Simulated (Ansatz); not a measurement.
# Which method gave which barrier?

Saddle point of GeH₅Br, closed shell (GeH₄ + HBr → GeH₃Br ([GeH3][Br]) + H₂; bonds formed: Ge1–Br7, H2–H6; bonds broken: Ge1–H2, H6–Br7), PBE0-D4/def2-TZVP structure:

```csv
atom,x (Å),y (Å),z (Å)
Ge1,-0.6090,-0.1998,0.0021
H2,1.1195,-0.7954,0.1820
H3,-1.0094,0.1409,-1.4255
H4,-1.1396,0.5637,1.2061
H5,-0.8387,-1.7176,0.2347
H6,1.3085,0.0482,0.0568
Br7,1.1687,1.9600,-0.2562
```

Computed with Ansatz 0.2.0 (basis: def2-TZVPP, with def2-QZVPP for the basis limit); correlated methods freeze the cores. Filled d shells of the heavier atoms are correlated. The def2 sets are not built for correlating such inner shells, so the correlated values are less sure here. Extrapolation: Hartree–Fock as exp(−7.88 √X), correlation as X^−2.97. Four methods, as single points on the PBE0-D4 structures, gave these electronic barriers from the start structure: 33.24, 36.27, 43.06, 49.08 kcal/mol.

Task: The methods were, in alphabetical order, CCSD(T), HF, PBE-D4, PBE0-D4. Which gave which? (A judgement: the text doesn't fix the answer.)

Result: Computed: PBE-D4 33.24; PBE0-D4 36.27; CCSD(T) 43.06; HF 49.08 kcal/mol. For comparison, CCSD(T) at an estimated basis limit (MP2 extrapolated from triple and quadruple zeta, plus CCSD(T) − MP2 in triple zeta) gives 41.23 kcal/mol.

No T1 diagnostic of these runs exceeds 0.011.

Labels in which every atom is bracketed show which atoms are joined, not bond orders.

For scale, one of the runs: CCSD(T)/def2-TZVPP, 166 basis functions, launched by `ansatz run in.yaml --threads 4 --pin off --events-out ev --progress --plain --max-ram 9574MiB`. The run took 40 s on 4 CPU threads of an Arm Neoverse V1 (shared host), with 1.4 GiB of host memory at its peak.
